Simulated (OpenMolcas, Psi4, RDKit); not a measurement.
# SnH2F2 (SMILES [F][SnH2][F]): the HOMO–LUMO gap, rung by rung

SnH2F2 has 5 atoms, charge 0, and is taken as a singlet. As SMILES, `[F][SnH2][F]`. The coordinates come from a PBE0-D4/def2-TZVP relaxation.

Each level gives the HOMO–LUMO gap (eV). The values are calculated.

```json
{"level": "extended Hückel", "kind": "semi-empirical", "program": "RDKit", "value (eV)": "16.86", "CPU time": "under 2 s"}
{"level": "HF/def2-SVP (core potential)", "kind": "Hartree–Fock", "program": "Psi4", "value (eV)": "15.89", "CPU time": "7.6 s"}
{"level": "SVWN5/def2-SVP (core potential)", "kind": "LDA", "program": "OpenMolcas", "value (eV)": "6.25", "CPU time": "8.7 s"}
{"level": "PBE/def2-SVP (core potential)", "kind": "GGA", "program": "OpenMolcas", "value (eV)": "6.37", "CPU time": "14 s"}
{"level": "r2SCAN/def2-SVP (core potential)", "kind": "meta-GGA", "program": "OpenMolcas", "value (eV)": "7.13", "CPU time": "17 s"}
{"level": "BHLYP/def2-SVP (core potential)", "kind": "global hybrid", "program": "Psi4", "value (eV)": "11.50", "CPU time": "13 s"}
{"level": "CAM-B3LYP/def2-SVP (core potential)", "kind": "range-separated hybrid", "program": "Psi4", "value (eV)": "11.51", "CPU time": "27 s"}
{"level": "B2PLYP/def2-SVP (core potential, density fitting for correlation)", "kind": "double hybrid", "program": "Psi4", "value (eV)": "11.76", "CPU time": "14 s"}
```

The values span 6.25 to 16.86 eV. Orbital gaps aren't excitation energies, and those of double hybrids come from the SCF part alone; they tend to grow with the share of exact exchange. Times are those of the runs behind each value, whatever else they computed, on shared processors of several kinds: orders of magnitude only.
